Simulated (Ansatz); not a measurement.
Start from `[F][InH][SeH]` and change one element to get `[F][GaH][SeH]`.

Ansatz, PBE0-D4/def2-TZVP geometries, multiplicity 1. Each molecule was computed in one conformer, which needn't be the lowest.

Elements past krypton have def2 core potentials. Scalar relativity is left out up to krypton.

```
                                                                                  property  `[F][InH][SeH]`
ideal-gas entropy at 298 K and 1 bar (rigid rotor, harmonic PBE0-D4/def2-TZVP) / J/(mol·K)              331
                                                      HOMO–LUMO gap (PBE0/def2-TZVPP) / eV             5.94
                                                     HOMO–LUMO gap (B3LYP/def2-TZVPP) / eV             5.44
                                                   HOMO–LUMO gap (ωB97M-V/def2-TZVPP) / eV             9.57
                                                       HOMO energy (B3LYP/def2-TZVPP) / eV            -7.30
                                                     HOMO energy (ωB97M-V/def2-TZVPP) / eV            -9.65
```

(1) Give the same properties after the change, and the shifts. (An estimate is asked.)

Answers

(1) Ansatz gave: 
```tsv
property	`[F][GaH][SeH]`	shift
ideal-gas entropy at 298 K and 1 bar (rigid rotor, harmonic PBE0-D4/def2-TZVP) / J/(mol·K)	317	-14
HOMO–LUMO gap (PBE0/def2-TZVPP) / eV	6.36	0.42
HOMO–LUMO gap (B3LYP/def2-TZVPP) / eV	5.86	0.42
HOMO–LUMO gap (ωB97M-V/def2-TZVPP) / eV	10.20	0.63
HOMO energy (B3LYP/def2-TZVPP) / eV	-7.45	-0.15
HOMO energy (ωB97M-V/def2-TZVPP) / eV	-9.81	-0.16
```

With PBE0 the HOMO falls by 0.16 eV and the LUMO rises by 0.26 eV, so the gap widens by about 0.42 eV. PBE moves the HOMO by -0.15 eV and ωB97M-V by -0.16 eV.

B3LYP here is the variant with VWN-RPA as its local correlation; programs differ in this.

Spin–orbit coupling is left out; it splits and shifts lone-pair levels of the heavy atoms by tenths of an eV.
